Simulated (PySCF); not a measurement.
MGe cations for M along the fourth-period p block

CCSD(T) with double-zeta basis sets in PySCF, for the lowest determinant that a PBE0 search found; no spin–orbit coupling. De refers to high-spin ground-configuration atoms (the charge goes to the atom of lower measured ionisation energy or higher electron affinity, which is not always the lowest computed limit).

```csv
M,basis,"reference, frozen orbitals",charged atom,state (unpaired electrons),Re (Å),ωe (cm⁻¹),De (eV)
Ge,pcseg-1,"UHF, 18",Ge+,"quartet (σ ↑, π ↑↑)",2.459,249,2.85
Se,cc-pVDZ-PP,"UHF, 8",Ge+,doublet (π ↑),2.320,315,3.05
Br,pcseg-1,"RHF, 18",Ge+,singlet (closed shell),2.253,356,3.84
```

The shortest bond is that of GeBr⁺ (2.253 Å), the longest that of Ge₂⁺ (2.459 Å).

The rows differ in basis set, which adds steps of its own.

The state changes along the series, so neighbouring rows are not always alike in their bonding.

Correlated steps freeze the inner cores (8 to 18 orbitals); shallow outer-core shells are correlated. Correlated levels converge slowly with the basis: in double zeta they bind strong bonds too weakly, by up to about 1 eV, and carry superposition errors of some tenths. For an ion De counts to the pair picked by the measured ionisation energies or electron affinities, which need not be the lowest pair at this level. Where the molecule has an RHF reference, its open-shell atoms are computed with UHF. States were picked by a PBE0 search and need not be the measured ground states.
